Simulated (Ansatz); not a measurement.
System: CrO3, charge 0, multiplicity 3. The spin state was set by rule; other spins were not relaxed. 
Structure (B3LYP-D3(BJ)/def2-TZVP (Ansatz, a program for electronic structure) minimum search):
```xyz
4

Cr     0.0869    -0.0949    -0.0809
O     -1.1419    -1.0782    -0.0250
O     -0.1798     1.4298    -0.8886
O      1.0611    -0.0671     1.1561
```
Charge 0, spin multiplicity 3.

Parts of the frozen-core correlation energy in def2-SVPD (Ansatz, hartree). Frozen orbitals: 12; correlated occupied orbitals by spin: 13 and 11; virtual: 78 and 80. Open shells are spin-unrestricted. Spin-orbit coupling is left out. No relativistic terms. The program attaches cautions to this run: large difference.

```json
[
 {"term": "reference (HF)", "value": "-1267.42604"},
 {"term": "MP2 opposite-spin", "value": "-0.42120"},
 {"term": "MP2 same-spin", "value": "___"},
 {"term": "CCSD correlation", "value": "___"},
 {"term": "(T)", "value": "___"},
 {"term": "T1 diagnostic", "value": "0.141"},
 {"term": "largest doubles amplitude", "value": "0.053"},
 {"term": "<S^2> of the reference", "value": "3.701"}
]
```

Task: Fill in the missing entries.

Result: 
- MP2 same-spin, value: -0.19244
- CCSD correlation, value: -0.74089
- (T), value: -0.05651
